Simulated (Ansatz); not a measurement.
Reaction (redistribution): `C=CB[SiH2][SiH3]` + `F[SiH](S)[GeH3]` → `[SiH3][SiH2]BS` + `C=C[SiH](F)[GeH3]`

Program: Ansatz. Geometries: PBE0-D4/def2-TZVP. ΔE: electronic, gas phase. CBS: MP2 limit from def2 TZ/QZ plus the TZ coupled-cluster correction, frozen cores. Functionals use def2-TZVPP. B3LYP here is the variant with VWN-RPA as its local correlation; programs differ in this. For Ge outer-core shells are correlated without core-valence functions, which leaves a few kJ/mol of doubt a bond. Scalar relativity is left out up to krypton. Each species was taken in one conformer, which may not be the lowest.

`C=CB[SiH2][SiH3]`:

Cartesian coordinates in Å:
```
C 2.304 -0.378 1.833
C 1.064 -0.567 1.361
B 0.262 0.607 0.782
Si -1.556 0.406 -0.031
Si -1.179 -0.045 -2.306
H 2.762 0.606 1.807
H 2.901 -1.181 2.258
H 0.653 -1.574 1.412
H 0.798 1.681 0.755
H -2.400 1.632 0.048
H -2.340 -0.741 0.514
H -0.409 1.061 -2.937
H -0.395 -1.302 -2.455
H -2.464 -0.204 -3.042
```

`F[SiH](S)[GeH3]`:

Cartesian coordinates in Å:
```
F -0.516 -1.791 -1.263
Si -0.068 -0.264 -1.059
S 2.017 -0.013 -1.372
Ge -0.687 0.401 1.137
H -0.700 0.530 -2.139
H 2.375 -0.519 -0.179
H 0.239 -0.291 2.152
H -2.143 0.025 1.452
H -0.517 1.922 1.272
```

`[SiH3][SiH2]BS`:

Z-matrix (Å, degrees):
```
Si
Si 1 2.345
H 1 1.488 2 111.0
H 1 1.488 2 110.2 3 -120.5
H 1 1.488 2 109.8 3 120.1
B 2 1.998 1 107.8 3 179.3
H 2 1.490 1 108.3 3 57.5
H 2 1.493 1 108.2 3 -59.9
S 6 1.764 2 123.8 1 99.3
H 6 1.195 2 122.5 1 -77.0
H 9 1.347 6 100.1 2 3.7
```

`C=C[SiH](F)[GeH3]`:

```xyz
12

C    -0.223   -2.347    0.172
C    -0.667   -1.191   -0.316
Si    0.487    0.192   -0.735
F     0.298    0.622   -2.273
Ge    0.077    2.118    0.606
H    -0.895   -3.148    0.470
H     0.838   -2.544    0.296
H    -1.742   -1.048   -0.418
H     1.882   -0.298   -0.566
H     0.389    1.797    2.078
H     0.954    3.303    0.172
H    -1.398    2.545    0.513
```

Task: Is it downhill or uphill in electronic energy at CCSD(T)/CBS, and by how much? (An estimate is asked.)

Result: Computed: Downhill: ΔE = -18.8 kJ/mol.

Task: What do these levels give: r2SCAN-D4, PBE0-D4, r2SCAN, B3LYP, CCSD/def2-TZVPP, CCSD(T)/def2-TZVPP? (Best estimate.)

Result: Ansatz gave: r2SCAN-D4 -17.8, PBE0-D4 -17.3, r2SCAN -17.7, B3LYP -16.2, CCSD/def2-TZVPP -19.8, CCSD(T)/def2-TZVPP -21.2 kJ/mol.

Largest T1 diagnostic among the species: 0.016.

In def2-TZVPP, CCSD(T) changes the Hartree–Fock value by −10.6 kJ/mol (the triples alone add −1.3 kJ/mol) and MP2 by −9.3 kJ/mol.
